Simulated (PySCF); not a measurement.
IrO2, SMILES [O]=[Ir]=[O] (connectivity only; charge and spin as stated), neutral, multiplicity 2.

Geometry: r2SCAN-D4/def2-TZVP. The geometry has at least one imaginary mode, so it is a saddle point at that level. The spin state was assumed, not searched. The def2 effective core potentials stand for the cores of Ir; spin–orbit coupling is left out.

Computed with r2SCAN-D4/def2-TZVP (PySCF).

Frequencies are harmonic and unscaled.

Modes within 1.5 cm⁻¹ of each other (mostly degenerate sets) share a row, with their intensities summed.

Computed vibrational spectrum:
| mode | ν (cm⁻¹) | IR (km/mol) | moving atoms (share of kinetic energy) |
|---|---|---|---|
| 1–2 | 76i | 16.0 | O 86 %, Ir 14 % |
| 3 | 990 | 288.0 | O 86 %, Ir 14 % |
| 4 | 1036 | 0.0 | O 100 % |
